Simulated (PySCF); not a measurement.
# A small calculation by hand: dipole moment from atomic charges

SiBrF₃, SMILES F[Si](F)(F)Br. Atoms are numbered in the order given.

```xyz
5

F      1.2930    -0.7465    -1.3619
Si     0.0000     0.0000    -0.7989
F      0.0000     1.4930    -1.3619
F     -1.2930    -0.7465    -1.3619
Br     0.0000     0.0000     1.3702
```
Charge 0, spin multiplicity 1.

Geometry: r2SCAN-D4/def2-SVP.

Charges (e) from PBE/def2-TZVP in PySCF:

```
atom  ESP fit     IAO
----  -------  ------
F1     -0.130  -0.492
Si2     0.400   1.667
F3     -0.132  -0.492
F4     -0.130  -0.492
Br5    -0.007  -0.192
```

The dipole moment of the full density is 0.95 D.

### Question
What dipole moment does each set of point charges give, and which comes closer to that of the density?

### Answer

μ = Σ q r, and 1 e Å = 4.8032 D.
ESP fit: Σ q r = (0.000, -0.003, 0.205) e Å, |μ| = 0.98 D.
IAO: Σ q r = (0.000, 0.000, 0.415) e Å, |μ| = 1.99 D.
ESP fit comes closer in size. Point charges leave out the atoms' own dipoles (lone pairs, polarised bonds); fits to the potential absorb them, partitions of the density don't.
